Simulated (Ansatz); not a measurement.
`[F][Ga]([Cl])[Cl]` + HCl → `[Cl][Ga]([Cl])[Cl]` + H–F  (ligand exchange at a Ga–F bond)

Isolated molecules relaxed with PBE0-D4/def2-TZVP in Ansatz; ΔE leaves out vibrations. CBS: MP2 limit from def2 TZ/QZ plus the TZ coupled-cluster correction, frozen cores. This one scheme is used for every species. Functionals use def2-TZVPP. For Ga outer-core shells are correlated without core-valence functions, which leaves a few kJ/mol of doubt a bond. Scalar relativity is left out up to krypton.

`[F][Ga]([Cl])[Cl]`:

```xyz
4

F     0.023    1.591    0.839
Ga    0.001    0.058    0.030
Cl    0.487    0.002   -2.016
Cl   -0.510   -1.651    1.147
```

HCl:

Z-matrix (Å, degrees):
```
Cl
H 1 1.279
```

`[Cl][Ga]([Cl])[Cl]`:

```xyz
4

Cl    1.153    0.535   -1.686
Ga    0.000    0.000    0.000
Cl    0.736    0.373    1.944
Cl   -1.889   -0.908   -0.258
```

H–F:

```xyz
2

F    -0.043   -0.458   -0.016
H     0.043    0.458    0.016
```

CCSD(T)/CBS gives -38.8 kJ/mol.

(1) Another level gave -34.5 kJ/mol. Which?
A. PBE0-D4/def2-TZVPP
B. BLYP/def2-TZVPP
C. LDA (SPW92)/def2-TZVPP
D. RPA@PBE/def2-TZVPP

(2) What do rigid-rotor, harmonic-oscillator terms from PBE0-D4/def2-TZVP frequencies (298.15 K, 1 bar) make of the CCSD(T)/CBS value? (Best estimate.)

Largest T1 diagnostic among the species: 0.012.

Answers

(1) C. LDA (SPW92) -34.5, RPA@PBE/def2-TZVPP -28.4, PBE0-D4 -39.9, BLYP -22.0 kJ/mol.

(2) The calculation gave: ΔZPE = +4.8 kJ/mol, ΔH = -33.2 kJ/mol, ΔS = -11 J/(mol·K), ΔG = -29.9 kJ/mol.

At CCSD(T), def2-SVP lies +16.8 kJ/mol from the extrapolated value and def2-TZVPP +6.0 kJ/mol. From r2SCAN to r2SCAN0 (25 % exact exchange), in def2-TZVPP and without D4, ΔE moves by −5.6 kJ/mol. Leaving LDA and LC-ωPBE aside and taking each functional with its dispersion term where it has one, the values, not all of them listed here, spread over 11.9 kJ/mol, from HSE06-D4 to CAM-B3LYP-D4. LDA lies −3.5 kJ/mol from PBE without D4.
